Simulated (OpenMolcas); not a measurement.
Rh5+ (d4) among equal point charges was computed by CASSCF with the d shell active (OpenMolcas, ANO-RCC-VTZP on the metal). Its lowest spin-free states, and all those of the highest spin:

| 2S+1 | Degeneracy | E (cm-1) |
| --- | --- | --- |
| 5 | 3 | 0.0 |
| 5 | 2 | 3121 |
| 3 | 3 | 19671 |
| 3 | 3 | 20953 |
| 3 | 3 | 22190 |
| 3 | 2 | 23371 |
| 3 | 3 | 24734 |
| 3 | 3 | 24953 |
| 3 | 3 | 26570 |
| 3 | 1 | 26833 |
| 3 | 3 | 26985 |
| 1 | 1 | 27591 |

Task: Is the site octahedral, tetrahedral or cube-like, axial, or of lower symmetry?

Result: The states with 2S+1 = 5 have orbital degeneracies 3, 2. Threefold states need a cubic site. For d4 at this spin an octahedron puts the twofold E below the threefold T2 and a tetrahedron or cube puts the threefold T2 below the twofold E, so the site is a tetrahedron or a cube, which this pattern cannot tell apart. The first gap at this spin, 3120 cm-1, is |10Dq| in ligand-field theory. The run had Rh5+ among 4 point charges of -2.5 e arranged as a tetrahedron (Td), 1.91 Å from the ion.

An orbital triplet at a regular site is open to Jahn-Teller coupling, which can distort the site and quench the lowest spin-orbit gaps and is left out. Without dynamic correlation the repulsion within the d shell is too large (B by tens of per cent), so at a given field states of lower spin stand too high. Point charges give a weaker field than real ligands, and real ions of this kind are as a rule low spin; the high spin found here belongs to the model. The ground term spreads over less than 5000 cm-1, several times less than with real ligands, so orbital moments are less quenched and χT lies further from the spin-only value than at real sites. Point charges carry no covalency, so the field is a model and not that of real ligands. No measured value stands beside these numbers.
